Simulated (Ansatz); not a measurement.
`[BH2][Al]([CH3])[NH2]` + `[OH][AlH2]` → `[BH2][Al]([CH3])[O][AlH2]` + NH₃ at 400 K and 1 bar (ligand exchange at the Al–N bond).

Calculated with Ansatz (gas phase, PBE0-D4/def2-TZVP geometries, no zero-point term in ΔE). CCSD(T)/CBS adds triple-zeta CCSD(T) − MP2 to the extrapolated MP2 energy (def2 sets, frozen cores). This one scheme is used for every species. One conformer a species, not always the lowest.

| species | CCSD(T)/CBS energy (Eh) | H − E (kJ/mol) | S (J/(mol·K)) |
| --- | --- | --- | --- |
| `[BH2][Al]([CH3])[NH2]` | -363.78148 | 247.9 | 395.1 |
| `[OH][AlH2]` | -319.03157 | 88.7 | 271.1 |
| `[BH2][Al]([CH3])[O][AlH2]` | -626.33025 | 235.6 | 467.1 |
| NH₃ | -56.50880 | 104.2 | 203.1 |

H − E and S are ideal-gas, rigid-rotor, harmonic terms from PBE0-D4/def2-TZVP, for one conformer and one mirror image of each species. 1 Eh = 2625.50 kJ/mol, R = 8.31446 J/(mol·K).

By hand: ΔE, ΔH, ΔS and ΔG.

ΔE = (-626.33025) + (-56.50880) − (-363.78148) − (-319.03157) = -0.02600 Eh = -68.3 kJ/mol. Δ(H − E) = 235.6 + 104.2 − 247.9 − 88.7 = 3.2, so ΔH = -65.1 kJ/mol. ΔS = 467.1 + 203.1 − 395.1 − 271.1 = 4.0 J/(mol·K). ΔG = -65.1 − 400 × (4.0)/1000 = -66.7 kJ/mol.

By hand: the equilibrium constant, and the temperature at which ΔG would vanish if ΔH and ΔS stayed fixed.

log₁₀ K = −ΔG/(RT ln 10) = 8.7. ΔH and −TΔS have one sign here, so there is no such temperature.

The number of gas molecules stays the same, so ΔS is small and ΔH decides. A doubt of 5 kJ/mol in ΔE shifts log₁₀ K by 0.7 here. Other conformers and mirror images would add mixing entropy, several J/(mol·K) or more a flexible species. Modes under 60 cm⁻¹, often nearly free rotors, make the harmonic entropy too high. These are equilibria of isolated gas molecules and say nothing of rates. Largest T1 diagnostic: 0.012 (customary marks: 0.02 for closed shells, 0.045 for open ones).

ΔS is within the doubt of such terms, so its sign, and with it that verdict, could turn.
